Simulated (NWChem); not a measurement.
System: Si2H4OF2; SMILES O[SiH2][SiH](F)F

```xyz
9

O      0.5606     2.3686     0.1839
Si    -0.6355     1.2690    -0.2020
Si     0.0686    -0.8894     0.3970
F     -0.9782    -1.9897    -0.1712
F      1.4880    -1.1541    -0.3487
H      1.3970     2.2790    -0.2832
H     -0.9687     1.2636    -1.6621
H     -1.8399     1.6603     0.5799
H      0.2747    -1.1718     1.8430
```
Atoms are numbered in this order, from 1.

Program: NWChem. Pople sets run with spherical d functions. Medium grid unless said otherwise, to which SCAN and Minnesota functionals are sensitive. Structure relaxed at the PBE0/def2-SVP level. B3LYP is NWChem's, with the RPA form of VWN correlation.

Task: Order these by “orbital gap (eV)”, lowest first: M06-L/6-31G*; PW6B95/6-31G*; LRC-wPBEh/6-31G*; PW91/6-31G*; M06-2X/6-31G*.

Result: PW91/6-31G* (4.97), M06-L/6-31G* (5.80), PW6B95/6-31G* (7.33), M06-2X/6-31G* (9.28), LRC-wPBEh/6-31G* (10.73)
